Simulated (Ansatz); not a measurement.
`NB(O)[SiH2]F` → `NB(O)F` + `[SiH2]`  (silylene formation by 1,1-elimination)

Isolated molecules relaxed with PBE0-D4/def2-TZVP in Ansatz; ΔE leaves out vibrations. CCSD(T)/CBS adds triple-zeta CCSD(T) − MP2 to the extrapolated MP2 energy (def2 sets, frozen cores). This one scheme is used for every species. Functionals use def2-TZVPP. B3LYP here is the variant with VWN-RPA as its local correlation; programs differ in this. Each species was taken in one conformer, which may not be the lowest.

```
             level  ΔE (kcal/mol)  difference from CCSD(T)/CBS
            PBE-D4           53.1                          2.2
         r2SCAN-D4           55.2                          4.3
           PBE0-D4           53.4                          2.5
          B3LYP-D4           49.9                         -1.0
           ωB97X-V           53.4                          2.5
           ωB97M-V           48.9                         -2.0
            B2PLYP           49.5                         -1.4
               PBE           51.4                          0.5
            r2SCAN           54.8                          3.9
              PBE0           51.9                          1.0
             B3LYP           47.2                         -3.7
     HF/def2-TZVPP           42.7                         -8.2
    MP2/def2-TZVPP           52.8                          1.9
SCS-MP2/def2-TZVPP           50.4                         -0.5
   CCSD/def2-TZVPP           46.9                         -4.0
CCSD(T)/def2-TZVPP           48.4                         -2.5
     HF/def2-QZVPP           43.3                         -7.6
    MP2/def2-QZVPP           54.5                          3.6
SCS-MP2/def2-QZVPP           52.0                          1.1
      HF/CBS(def2)           43.3                         -7.6
     MP2/CBS(def2)           55.4                          4.5
    CCSD/CBS(def2)           49.5                         -1.4
       CCSD(T)/CBS           50.9                            0
```

Largest T1 diagnostic among the species: 0.014.

In def2-TZVPP, CCSD(T) changes the Hartree–Fock value by +5.6 kcal/mol (the triples alone add +1.4 kcal/mol) and MP2 by +10.1 kcal/mol. The D4 term adds +2.7 kcal/mol with B3LYP and +1.5 kcal/mol with PBE0; it sums over pairs of atoms, weighted by their polarisabilities, and B3LYP, whose exchange is more repulsive, gets the larger term.
